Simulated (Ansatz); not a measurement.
Geometry optimisation, RKS BHLYP/def2-SVP in Ansatz 0.2.0.

Input file:

```yaml
crystal:
  periodic: [false, false, false]
  atoms:
    - { symbol: Ta, position_ang: [-0.434582, 0.271654, -0.233709] }
    - { symbol: O, position_ang: [2.750694, -0.0865, -0.349059] }
    - { symbol: H, position_ang: [3.060757, -0.234552, 0.543355] }
    - { symbol: F, position_ang: [0.404631, -0.117068, 1.377745] }
    - { symbol: Cl, position_ang: [0.02969, -0.533727, -2.315918] }
    - { symbol: F, position_ang: [-1.875669, 1.419692, -0.241175] }
    - { symbol: F, position_ang: [-1.593108, -1.146562, 0.149765] }
    - { symbol: F, position_ang: [0.722167, 1.785511, -0.391085] }
    - { symbol: H, position_ang: [2.645219, 0.883852, -0.41062] }
basis:
  gaussian: { orbitals: def2-SVP }
hamiltonian:
  xc: { name: BHLYP }
relax:
  f_tol: 0.03
  max_steps: 50
```

Command:

```bash
$ ansatz run input.yaml --threads 4 --pin off --max-ram 5120MiB --backend cpu --events-out ev --progress --plain --runs-dir out
```

**Question.** Where does it end, and by what steps?

**Answer.** The forces met the threshold. The force dipped under the threshold on the way, but the program's further checks kept it going. After 15 steps the energy has fallen by 0.841 eV; H9 moved furthest, 1.26 Å. Joined: Ta1–O2 (3.21 → 2.24 Å).

```json
{"step": "0", "energy less start (eV)": "0.0000", "largest force component (eV/Å)": "1.016", "accepted": "yes"}
{"step": "1", "energy less start (eV)": "-0.0527", "largest force component (eV/Å)": "1.550", "accepted": "yes"}
{"step": "2", "energy less start (eV)": "-0.2125", "largest force component (eV/Å)": "1.334", "accepted": "yes"}
{"step": "3", "energy less start (eV)": "-0.3982", "largest force component (eV/Å)": "1.439", "accepted": "yes"}
{"step": "4", "energy less start (eV)": "-0.4985", "largest force component (eV/Å)": "0.823", "accepted": "yes"}
{"step": "5", "energy less start (eV)": "-0.5932", "largest force component (eV/Å)": "0.662", "accepted": "yes"}
{"step": "6", "energy less start (eV)": "-0.6734", "largest force component (eV/Å)": "0.762", "accepted": "yes"}
{"step": "7", "energy less start (eV)": "-0.7427", "largest force component (eV/Å)": "0.916", "accepted": "yes"}
{"step": "8", "energy less start (eV)": "-0.8202", "largest force component (eV/Å)": "0.258", "accepted": "yes"}
{"step": "9", "energy less start (eV)": "-0.8289", "largest force component (eV/Å)": "0.234", "accepted": "yes"}
{"step": "10", "energy less start (eV)": "-0.8381", "largest force component (eV/Å)": "0.136", "accepted": "yes"}
{"step": "11", "energy less start (eV)": "-0.8309", "largest force component (eV/Å)": "0.449", "accepted": "no"}
{"step": "12", "energy less start (eV)": "-0.8405", "largest force component (eV/Å)": "0.026", "accepted": "yes"}
{"step": "13", "energy less start (eV)": "-0.8399", "largest force component (eV/Å)": "0.250", "accepted": "no"}
{"step": "14", "energy less start (eV)": "-0.8408", "largest force component (eV/Å)": "0.099", "accepted": "yes"}
{"step": "15", "energy less start (eV)": "-0.8411", "largest force component (eV/Å)": "0.014", "accepted": "yes"}
```

```xyz
9
Properties=species:S:1:pos:R:3
Ta -0.136 0.444 -0.188
O 2.015 -0.196 -0.140
H 2.525 -0.126 0.669
F 0.350 0.465 1.629
Cl 0.254 0.122 -2.479
F -1.895 0.998 -0.146
F -0.549 -1.378 0.007
F 0.560 2.189 -0.317
H 2.585 -0.274 -0.906
```

Whether the end is a true minimum wasn't checked by a vibrational analysis.

Run time: 55 s on 4 threads of Arm Neoverse V1, with other jobs on the host, peak memory 0.36 GiB.
